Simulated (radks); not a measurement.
Q: Neutral rubidium, 37 electrons, occupied as [Kr] 5s1. All-electron calculation, Dirac Kohn-Sham, PBEsol, spin-unpolarised, spherical densities, finite nucleus; Fermi nuclear charge, rms radius 4.2036 fm. Program: a radial shooting solver on a logarithmic mesh with Libxc functionals. Some entries of the table are withheld. Estimate them.

orbital,occ.,eigenvalue (hartree),<r> (bohr)
1s1/2,2,-551.8637,0.04031
2s1/2,2,-73.71175,0.1777
2p1/2,2,-66.87135,0.1523
2p3/2,4,-64.64008,0.1564
3s1/2,2,-10.92953,0.5108
3p1/2,2,-8.47963,0.5119
3p3/2,4,-8.14416,0.5224
3d3/2,4,-3.85356,0.5233
3d5/2,6,-3.79659,0.5271
4s1/2,2,(1),1.455
4p1/2,2,-0.60911,(2)
4p3/2,4,-0.57660,(3)
5s1/2,1,-0.08167,5.249

A: 
(1) 4s1/2 eigenvalue (hartree): -1.17204
(2) 4p1/2 <r> (bohr): 1.700
(3) 4p3/2 <r> (bohr): 1.739
